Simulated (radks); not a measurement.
The numbers below are computed, except where a source is named.
How relativity changes the ionisation of neutral samarium ([Xe] 4f6 6s2) to Sm+ ([Xe] 4f6 6s1). Spin-unpolarised spherical Kohn-Sham, LDA (Slater exchange, Perdew-Wang correlation), point nucleus unless stated (finite: rms radius 5.0819 fm), a radial shooting solver on a logarithmic mesh with Libxc functionals. A level marked "c x" has the speed of light scaled by that factor and shares open shells by 2j + 1; other Dirac levels either fill j = l - 1/2 first or share by 2j + 1.

level,E(Sm) (hartree),E(Sm+) (hartree),IE (eV),HOMO,<r> HOMO (bohr)
non-rel.,-10031.2336,-10031.0209,5.787,6s,4.505
scalar-rel.,-10419.9980,-10419.7721,6.146,4f,1.018
"scalar-rel., finite nucleus",-10419.3168,-10419.0910,6.145,4f,1.018
"Dirac, 2j+1 shares",-10427.2797,-10427.0538,6.147,4f7/2,1.029
"Dirac, low j first",-10427.3477,-10427.1221,6.140,4f5/2,1.013
"Dirac, 2j+1 shares, finite nucleus",-10426.5948,-10426.3689,6.147,4f7/2,1.029
"Dirac, c x 0.85",-10604.7929,-10604.5598,6.344,4f7/2,1.077
"Dirac, c x 2",-10122.6784,-10122.4630,5.862,6s1/2,4.450
"Dirac, c x 5",-10045.5680,-10045.3549,5.798,6s1/2,4.496

NIST Atomic Spectra Database: 5.644 eV (measured). The relativistic part of the total energy of Sm is -395.4 hartree (Dirac, 2j+1 shares, finite nucleus), 3.9 % of the non-relativistic value. Spin polarisation and multiplet splitting of open shells are left out at every level.

Beside tabulated values, note that relativity, absent from the non-relativistic runs, is large for the heavy elements, and spin-unpolarised runs miss the spin-polarisation part of the exchange energy of open shells.
